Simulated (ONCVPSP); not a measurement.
# Reading a pseudo-wave (Mn (Z = 25))

Columns: radius, all-electron u(r) and pseudo u(r) of the 3d shell (level -6.77 eV) of manganese in the configuration [Ne] 3s2 3p6 3d5 4s2; PBE, scalar-relativistic, ONCV scheme, ONCVPSP 4.0.1.

| r (bohr) | all-electron | pseudo |
| --- | --- | --- |
| 0.072 | 0.0269 | 0.0036 |
| 0.145 | 0.1316 | 0.0280 |
| 0.217 | 0.2802 | 0.0882 |
| 0.290 | 0.4379 | 0.1926 |
| 0.362 | 0.5772 | 0.3327 |
| 0.435 | 0.6919 | 0.4967 |
| 0.507 | 0.7772 | 0.6590 |
| 0.580 | 0.8367 | 0.8034 |
| 0.652 | 0.8717 | 0.9110 |
| 0.725 | 0.8876 | 0.9767 |
| 0.798 | 0.8879 | 0.9979 |
| 0.870 | 0.8767 | 0.9806 |
| 0.942 | 0.8573 | 0.9373 |
| 1.015 | 0.8319 | 0.8816 |
| 1.088 | 0.8025 | 0.8267 |
| 1.160 | 0.7713 | 0.7800 |
| 1.232 | 0.7388 | 0.7408 |
| 1.305 | 0.7054 | 0.7056 |
| 1.378 | 0.6722 | 0.6722 |
| 1.450 | 0.6401 | 0.6400 |
| 1.522 | 0.6088 | 0.6087 |
| 1.595 | 0.5781 | 0.5780 |
| 1.668 | 0.5486 | 0.5485 |
| 1.740 | 0.5207 | 0.5207 |
| 1.812 | 0.4942 | 0.4941 |
| 1.885 | 0.4685 | 0.4685 |

How many radial nodes do the two functions have?

The all-electron 3d function has n − l − 1 = 0; the pseudo-wave has 0.

At about which radius was the pseudo-wave matched?

1.45 bohr. The columns agree to 0.0005 from 1.30 bohr on; several derivatives are matched, so the curves merge somewhat inside the radius.

Is the pseudo-wave norm-conserving?

Yes: the ONCV scheme keeps the norm inside the radius equal to the all-electron one, which fixes the energy derivative of the logarithmic derivative at the level.
